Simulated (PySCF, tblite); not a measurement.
Q: Write Cartesian coordinates for `O=C(Cl)C(F)(F)F` (trifluoroacetyl chloride) as optimised with GFN2-xTB.

A: 
```
atom  x, y, z in Å
O1     1.1887    1.3916   -0.5470
C2     0.8366    0.3706   -0.0682
Cl3    1.8800   -0.7749    0.6887
C4    -0.6357   -0.1279   -0.0343
F5    -1.0528   -0.3096    1.2204
F6    -0.7633   -1.2925   -0.6736
F7    -1.4502    0.7474   -0.6131
```

Any rigid rotation of these coordinates is as good. Atoms count from 1 in this order. 

Bonds between heavy atoms (Å): O1=C2 1.181, C2–Cl3 1.724, C2–C4 1.555, C4–F5 1.335, C4–F6 1.335, C4–F7 1.328.

Structure optimised with GFN2-xTB, isolated species.

Point group: Cs (every atom within 0.08 Å of its image). Its GFN2-xTB frequencies are all real (lowest 26 cm⁻¹).

The numbers are calculated, not measured.

***

Give a GFN2-xTB geometry of InChI=1S/C3H6F2/c4-2-1-3-5/h1-3H2.

Z-matrix in Å and degrees, rows numbered from 1:
```
F 
C   1  1.3749
C   2  1.5232  1  110.00
C   3  1.5234  2  111.45  1    69.47
F   4  1.3751  3  109.95  2    69.53
H   2  1.0941  1  106.92  3   120.94
H   2  1.0942  1  106.69  3  -121.11
H   3  1.0904  2  108.74  1  -169.96
H   3  1.0905  2  109.44  1   -50.92
H   4  1.0943  3  111.47  2  -172.43
H   4  1.0944  3  111.36  2   -48.79
```

Of the pairs four or more bonds apart, F5···H6 is among the closest relative to their van der Waals radii: 2.64 Å, 99 % of the sum of Bondi's values.

Computed geometry: GFN2-xTB, gas phase.

Point group: C2 (every atom within 0.08 Å of its image). No GFN2-xTB frequencies stand behind this structure, so it isn't proved a minimum. One conformer, not necessarily the lowest (F1–C2–C3–C4 69°, C2–C3–C4–F5 70°).

***

Q: Write a Z-matrix for `O=C[SiH2]Cl` as optimised with PBE0-D3(BJ)/def2-SVP.

A: 
Z-matrix in Å and degrees, rows numbered from 1:
```
O 
C   1  1.2047
Si  2  1.9289  1  118.64
Cl  3  2.0672  2  109.06  1   176.67
H   2  1.1255  1  121.19  3  -179.95
H   3  1.4883  2  108.74  1   -63.62
H   3  1.4875  2  108.75  1    57.17
```

Si3 (chlorine-bound silicon) is tetrahedral (angles from 108.7° to 110.8°). The 4 heavy atoms lie in one plane (0.019 Å rms).

Computed, not measured: PBE0-D3(BJ)/def2-SVP geometry optimisation, gas phase (PySCF).

Point group: near Cs, missed by 0.12 Å at most; the miss may be what the optimiser left on a soft mode. No PBE0-D3(BJ)/def2-SVP frequencies stand behind this structure, so it isn't proved a minimum. The numbers are those of one conformer (O1–C2–Si3–Cl4 177°).

On one thread, Arm Neoverse N1, shared host, this took 16 s. These figures are those of the optimisation.
